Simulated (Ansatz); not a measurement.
```xyz
7

C     0.6605   -0.7911   -0.0563
Al   -0.5923    0.6795    0.0500
I     0.1993    3.0183    0.0584
I    -3.0307    0.3170    0.1819
H     0.1512   -1.7563   -0.0468
H     1.2536   -0.7148   -0.9721
H     1.3584   -0.7527    0.7849
```

Charge 0, multiplicity 1. I takes the def2 core potential.

(1) List the PBE/def2-TZVPP orbital energies in eV (Ansatz 0.2.0). (Estimate.)

Results:

(1) Ansatz gave: Occupied: -1507.92, -268.84, -179.83, -179.82, -127.14, -127.13, -127.01, -127.00, -126.98, -126.96, -108.10, -70.18, -70.05, -69.95, -49.27, -49.25, -49.22, -49.21, -49.19, -49.18, -49.09, -49.08, -49.07, -49.07, -17.58, -17.24, -17.16, -10.16, -10.11, -10.11, -7.98, -7.81, -7.12, -6.75, -6.74, -6.48. Lowest empty: -2.18, -1.81, 0.07, 0.26, 1.13, 1.67, 1.73, 1.90.
